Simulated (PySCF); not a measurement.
## AlSiH2Cl3O3

AlSiH2Cl3O3 is a molecule, neutral, singlet. The structure, one conformer, was relaxed in the gas phase by PBE0-D3(BJ)/def2-SVP. No frequency run checks that it is a minimum.

SMILES: [OH][Al]([OH])[O][Si](Cl)(Cl)Cl

| atom | x (Å) | y (Å) | z (Å) |
| --- | --- | --- | --- |
| O1 | 2.308 | -1.399 | -0.269 |
| Al2 | 0.909 | -0.688 | -0.879 |
| O3 | 0.668 | -0.700 | -2.546 |
| O4 | -0.240 | 0.024 | 0.167 |
| Si5 | -1.200 | 0.858 | 1.147 |
| Cl6 | -0.405 | 2.710 | 1.493 |
| Cl7 | -3.049 | 1.085 | 0.309 |
| Cl8 | -1.412 | -0.110 | 2.934 |
| H9 | 2.555 | -1.461 | 0.654 |
| H10 | -0.091 | -0.345 | -3.009 |

Shieldings: GIAO PBE0/pcSseg-1. Shifts are against computed references at the same level: H TMS (σ 31.27 ppm), Si TMS (σ 352.0 ppm). Core levels by delta-SCF with SCAN, pcX-2 on the ionised atom and pcseg-1 elsewhere, spin-free X2C (2p3/2 is the spin-free 2p value less a third of a first-order spin-orbit splitting); from the vacuum level, for chosen atoms.

(1) Give the shieldings and core levels atom by atom.

(2) By CAM-B3LYP/def2-SVPD (TDDFT singlets, Tamm-Dancoff triplets, ionisation by delta-SCF), where does absorption start, and what does vertical ionisation take?

Answers

(1) 
```tsv
atoms	bonded to	σ (ppm)	δ (ppm)	core level (eV)
O1	1 Al + 1 H	331.8	-	1s 538.67
Al2	3 O	487.3	-	2p3/2 81.80
O3	1 Al + 1 H	331.6	-	1s 538.67
O4	1 Al + 1 Si	221.9	-	1s 538.62
Si5	3 Cl + 1 O	375.3	-23.3	2p3/2 109.88
Cl6	1 Si	791.4	-	-
Cl7	1 Si	793.1	-	-
Cl8	1 Si	792.8	-	-
H9	1 O	29.92	1.34	-
H10	1 O	29.90	1.36	-
```

Values are those of this one static structure; atoms that internal rotation interchanges would show their mean in an NMR spectrum.

(2) The first singlet with intensity lies at 7.40 eV (f 0.009); what lies below it is dark. The lowest singlet lies at 7.11 eV (f 0.000), the strongest of the first 6 at 7.52 eV (f 0.051), the lowest triplet at 6.77 eV; vertical ionisation takes 11.69 eV.
